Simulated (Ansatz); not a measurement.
A nudged elastic band was laid between two geometries of CH₆AlBClNS (12 atoms, charge 0, multiplicity 1).

Computed with RKS CAM-B3LYP-D4/6-31G* (Ansatz).

| Quantity | Value |
| --- | --- |
| movable images | 5 |
| climbing image | yes |
| spring | 5.0 eV/Å² |
| optimiser | quadratic models (default) |
| start path | IDPP |
| force threshold | 0.05 eV/Å |
| iteration limit | 52 |
| end points | relaxed |

Initial state:

```xyz
12
Properties=species:S:1:pos:R:3
B -1.432 0.292 0.568
C -0.044 -0.225 0.503
N 0.460 -0.857 -0.791
S 1.037 -0.522 1.890
Al 0.778 1.070 -0.860
Cl -0.354 2.052 -2.346
H -2.142 0.224 -0.395
H -1.817 0.817 1.566
H 1.223 -1.512 -0.631
H -0.285 -1.302 -1.323
H 0.402 -1.592 2.411
H 2.252 1.501 -0.559
```

Final state:

```xyz
12
Properties=species:S:1:pos:R:3
B -1.423 0.342 0.550
C -0.077 -0.265 0.483
N 0.397 -0.864 -0.828
S 1.007 -0.604 1.858
Al 0.578 1.084 -0.940
Cl 2.589 1.637 -0.603
H -2.113 0.360 -0.432
H -1.797 0.855 1.558
H 1.234 -1.431 -0.707
H -0.324 -1.396 -1.310
H 0.297 -1.615 2.399
H -0.290 1.841 -1.995
```

Problem. What changes between the two ends?

Solution. No bond is made or broken. The dihedral N3–C2–Al5–Cl6 goes from 91 to -97°.

Problem. Give the energies along the band, and the barrier.

Solution. The forces met the threshold. The highest image is number 3 of 0 to 6, 0.77 eV above the first end and 0.82 eV above the last; the last end lies 0.05 eV below the first. A vibrational analysis at the climbing image gives one clearly imaginary mode, 126i cm⁻¹: a first-order saddle point.

```json
{"image": "0", "path coordinate (Å)": "0.00", "energy (eV)": "0.00", "dihedral N3–C2–Al5–Cl6 (°)": "91"}
{"image": "1", "path coordinate (Å)": "1.09", "energy (eV)": "0.16", "dihedral N3–C2–Al5–Cl6 (°)": "117"}
{"image": "2", "path coordinate (Å)": "2.18", "energy (eV)": "0.56", "dihedral N3–C2–Al5–Cl6 (°)": "146"}
{"image": "3", "path coordinate (Å)": "3.26", "energy (eV)": "0.77", "dihedral N3–C2–Al5–Cl6 (°)": "178"}
{"image": "4", "path coordinate (Å)": "4.64", "energy (eV)": "0.44", "dihedral N3–C2–Al5–Cl6 (°)": "-143"}
{"image": "5", "path coordinate (Å)": "6.01", "energy (eV)": "0.08", "dihedral N3–C2–Al5–Cl6 (°)": "-107"}
{"image": "6", "path coordinate (Å)": "7.39", "energy (eV)": "-0.05", "dihedral N3–C2–Al5–Cl6 (°)": "-97"}
```

Problem. What is the geometry of the highest image?

Solution. 
```xyz
12
Properties=species:S:1:pos:R:3:forces:R:3
B -1.339 0.279 0.146 -0.01 0.00 -0.02
C -0.085 -0.339 0.579 -0.01 0.02 0.03
N 0.668 -1.028 -0.482 0.01 -0.01 -0.02
S 0.513 -0.473 2.255 0.00 0.00 -0.01
Al 0.471 1.044 -0.959 0.02 -0.01 -0.01
Cl -0.151 3.085 -0.790 0.00 0.00 0.00
H -1.408 0.384 -1.093 0.00 0.00 0.01
H -2.203 0.781 0.781 0.00 0.00 0.00
H 1.637 -1.218 -0.232 0.00 0.00 0.00
H 0.238 -1.891 -0.799 0.00 0.00 0.00
H 0.014 -1.695 2.535 0.00 0.00 0.00
H 1.722 1.017 -1.908 0.00 0.00 0.00
```

Problem. What are the harmonic wavenumbers there?

Solution. 126i, 91, 145, 198, 237, 318, 353, 376, 408, 460, 507, 585, 643, 714, 797, 855, 939, 964, 988, 1062, 1185, 1251, 1421, 1700, 1995, 2298, 2689, 2776, 3514, 3595 cm⁻¹.

Time of the run: 6.7 min on 2 threads of Arm Neoverse V1, on a shared host, peak memory 0.37 GiB.
